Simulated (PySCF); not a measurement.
**Cl⁺: ionisation energy**

Cl⁺ [Ne] 3s2 3p4 (3P) → Cl²⁺ [Ne] 3s2 3p3 (4S), as a difference of total energies. Computed with PySCF 2.14 in dyall-av2z (13s9p2d, 50 functions), with no relativity, point nucleus. Correlated levels: valence: [Ne] frozen; virtual orbitals above 40 to 60 times the deepest correlated orbital energy dropped. The calculations carry no spin-orbit coupling.

```
           method  ionisation energy (eV)
              UHF                  22.519
    MP2 (valence)                  23.077
SCS-MP2 (valence)                  23.110
   CCSD (valence)                  23.097
CCSD(T) (valence)                  23.113
  CCSDT (valence)                  23.116
```

Q: How much does correlation contribute at CCSD(T) (valence)?

A: 23.113 − (22.519) = 0.594 eV, measured against UHF.

Errors of the correlated levels include the incompleteness of this basis and the frozen core.

For comparison: 23.771 eV (measured; NIST levels, between the centres of gravity of the two terms).
